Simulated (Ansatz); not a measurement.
C$_{4}$H$_{2}$F$_{4}$ (`FC1=C(F)[C@@H](F)[C@@H]1F`). Total charge 0; spin multiplicity 1.

```xyz
10

F     2.094    0.817   -0.923
C     0.988    0.427   -0.342
C     0.519    0.437    0.904
F     0.929    0.916    2.050
C    -0.729   -0.302    0.557
F    -1.898    0.376    0.792
C    -0.217   -0.240   -0.910
F     0.007   -1.460   -1.497
H    -0.834   -1.321    0.936
H    -0.859    0.351   -1.567
```

(1) List the harmonic frequencies (cm⁻¹, unscaled) at PBE0-D4/def2-TZVP in Ansatz. (Estimate.)

(2) Is this a minimum?

(3) Give the ideal-gas thermochemistry at 298.15 K and 1 bar (rigid rotor, harmonic oscillator; point group C2, symmetry number 2).

Answers

(1) Computed: 102, 200, 236, 280, 295, 464, 493, 573, 663, 772, 831, 1006, 1043, 1083, 1139, 1172, 1233, 1297, 1345, 1393, 1416, 1862, 3110, 3112.

(2) Yes, all 24 modes are real.

(3) Zero-point energy 150.3 kJ/mol; H(298) − E = 170.1 kJ/mol; entropy 338.9 J/(mol·K), of which translation 169.2, rotation 113.2, vibration 56.6; G(298) − E = 69.1 kJ/mol.
